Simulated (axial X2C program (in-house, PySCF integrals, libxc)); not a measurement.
## Testing model relations on InI⁻

A bond curve at the CCSD(T) level, two-component, was computed with an in-house all-electron X2C program for linear molecules (integrals from PySCF) (basis I dyall-acv3z [12s13p9d5f1g], In dyall-acv3z [12s13p10d5f1g] (cores contracted in-house)) for the state Ω = 1/2 (⟨Sz⟩ = -0.50, ⟨Lz⟩ = 1.00 at HF). Its fit gives Re = 3.0498 Å, ωe = 108.0 cm⁻¹, ωexe = 0.464 cm⁻¹ and αe = 1.500e-04 cm⁻¹; the masses are 126.9045 and 114.9039 u. Two-component means X2C with spin–orbit coupling and atomic mean-field Coulomb and Gaunt terms.

Correlated methods: 11 electrons correlated (number of frozen shells: I 4 s, 3 p, 2 d; In 4 s, 3 p, 2 d), 371 virtual spin orbitals or spinors in MP2, 90 natural virtuals in coupled cluster.

Question: Find the reduced mass, Be and the force constant.

Answer: From the CCSD(T) values: μ = 60.3032 u. Be = 16.8576/(μ Re²) = 0.03005 cm⁻¹. k = 5.8918×10⁻⁷ μ ωe² = 0.414 mdyn/Å.

Question: Where do the fundamental and the first overtone lie?

Answer: ν(1←0) = ωe − 2ωexe = 107.1 cm⁻¹; ν(2←0) = 2ωe − 6ωexe = 213.2 cm⁻¹.

Question: A Morse curve ties αe to the other constants (Pekeris). How well does that hold?

Answer: αe(Morse) = 6Be²/ωe × (√(ωexe/Be) − 1) = 1.470e-04 cm⁻¹; the CCSD(T) curve gives 1.500e-04 cm⁻¹, a ratio of 0.98.

Question: Estimate the centrifugal constant by the Kratzer relation.

Answer: D = 4Be³/ωe² = 9.31e-09 cm⁻¹.

One determinant describes the state; a PBE0 search over occupations chose it and may have missed a lower one. Coupled cluster ran in a truncated set of natural virtual spinors; the MP2 energy of the rest was added. (T) has no such correction and the atoms are truncated less, which lowers De at CCSD(T) by a hundredth of an eV or more. With the outer-core shells frozen, correlated bond lengths of heavy atoms tend to come out a few hundredths of an ångström too long.
